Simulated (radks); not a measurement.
The numbers below are computed, except where a source is named.
Charge is removed step by step from the 4d down level of the indium ion In+, starting from [Kr] 4d(up 5, down 5) 5s2. Code: a radial shooting solver on a logarithmic mesh with Libxc functionals. Model: scalar-relativistic Kohn-Sham, PBE, spin-polarised, spherical densities, finite nucleus; Fermi nuclear charge, rms radius 4.6156 fm.

removed (e)  E - E(0) (eV)  eigenvalue (eV)  E minus straight line (eV)
0                    0.000          -26.074                       0.000
0.1                  2.677          -27.476                      -0.654
0.2                  5.495          -28.896                      -1.167
0.3                  8.456          -30.332                      -1.537
0.4                 11.561          -31.784                      -1.762
0.5                 14.812          -33.251                      -1.842
0.6                 18.210          -34.733                      -1.774
0.7                 21.758          -36.229                      -1.558
0.8                 25.455          -37.740                      -1.191
0.9                 29.305          -39.265                      -0.672
1                   33.307          -40.804                       0.000

Removing the whole electron costs 33.307 eV by Delta-SCF, against 26.074 eV from minus the eigenvalue at the starting occupation. Slater's transition state (half an electron removed) gives 33.251 eV. Integrating minus the eigenvalue over the occupation (Janak's theorem) gives 33.313 eV. In this scalar-relativistic scheme the density is built from large components alone, so the theorem holds only approximately. The mean slope of the eigenvalue, de/dn, is 14.7 eV per electron.
